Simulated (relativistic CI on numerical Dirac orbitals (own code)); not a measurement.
# Radial parameters of Pt42+

Method of calculation: Dirac-Coulomb-Breit CI, orbitals from a KLI potential per configuration, model QED (radiative potential, 1s self-energy scaled to tabulated hydrogen-like ionisation energies), unscaled Slater integrals (own radial code, finite nucleus).

Slater integrals F^k, G^k are unscaled and averaged over j, outside the closed core [Ar] 3d10; ζ comes from projecting the Hamiltonian with its Breit term on Σ l·s of the shell.

- 4s²4p⁵4d: ζ(4p) = 658700, F^2(4p,4d) = 261070, G^1(4p,4d) = 322070, G^3(4p,4d) = 206940, ζ(4d) = 83045 cm⁻¹; <r>(4p) = 0.3843, <r^2>(4p) = 0.1673, <r>(4d) = 0.3828, <r^2>(4d) = 0.1675 (bohr units).
- 4s4p⁶4d: G^2(4s,4d) = 256860, ζ(4d) = 83440 cm⁻¹; <r>(4s) = 0.3736, <r^2>(4s) = 0.1571, <r>(4d) = 0.3829, <r^2>(4d) = 0.1676 (bohr units).
- 4s²4p⁵4f: ζ(4p) = 656930, F^2(4p,4f) = 265950, G^2(4p,4f) = 204090, G^4(4p,4f) = 151860, ζ(4f) = 15249 cm⁻¹; <r>(4p) = 0.3845, <r^2>(4p) = 0.1675, <r>(4f) = 0.3544, <r^2>(4f) = 0.1417 (bohr units).

Averages of the first 10 configurations, taken without configuration mixing, which lowers the lowest level and can move excited configurations by several eV; other configurations of the list can lie among them:

```tsv
Configuration	Parity	States	Average energy above the lowest level (eV)
4s²4p⁶	even	1	0.3
4s²4p⁵4d	odd	60	229.3
4s4p⁶4d	even	20	435.8
4s²4p⁵4f	even	84	449.4
4s4p⁶4f	odd	28	656.1
4p⁶4d4f	odd	140	1094.2
4s²4p⁵5s	odd	12	828.4
4p⁶4d²	even	45	876.2
4p⁵4d³	odd	720	1101.7
4p⁵4d²4f	even	3780	1317.1
```
